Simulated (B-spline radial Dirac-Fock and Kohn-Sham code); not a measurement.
**Photoelectron lines of Ir⁶⁺ at 150 eV**

System: Ir⁶⁺, 1s2 2s2 2p6 3s2 3p6 3d10 4s2 4p6 4d10 4f14 5s2 5p6 5d3.

The computed values come from a radial atomic solver: the independent-particle Dirac-Slater model, thresholds from Dirac-Fock. The asymmetry parameter β is from the dipole term alone. Kinetic energies are from the vacuum level. Open shells are spread statistically over j, without multiplet splitting.

The last column is dσ/dΩ = σ/(4π) · [1 − (β/2) P₂(cos θ)] at θ = 90° from the beam of unpolarised light.

```
  subshell  electrons  binding (eV)  kinetic (eV)  σ (kb)      β  dσ/dΩ (kb/sr)
O3 (5p3/2)          4         139.1         10.86     282  -0.32           20.6
O4 (5d3/2)        1.2         88.06         61.94    41.1   1.67           4.64
O5 (5d5/2)        1.8         86.33         63.67    53.5   1.33           5.68
```

Branching ratios of the spin-orbit partners (statistical value in brackets): 5d 1.30 (1.50).

At such low photon energies correlation between channels can change these cross sections by tens of per cent.
